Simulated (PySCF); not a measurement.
Cartesian coordinates (Å):
```xyz
5

O      1.2518    -0.4258    -0.0508
Ga     0.0124     0.8792     0.0811
O     -1.6902     0.3128     0.0451
H      2.1621    -0.1210    -0.0321
H     -1.7361    -0.6451    -0.0432
```
Charge 0, spin multiplicity 2.

### Question
Predict the highest occupied spin orbital, total energy and dipole moment from TPSSh-D3(BJ)/def2-TZVP // PBE0-D3(BJ)/def2-TZVP (PySCF).

### Answer

- highest occupied spin orbital = -5.97 eV
- total energy = -2076.5740 Ha
- dipole moment = 0.370 e·Å
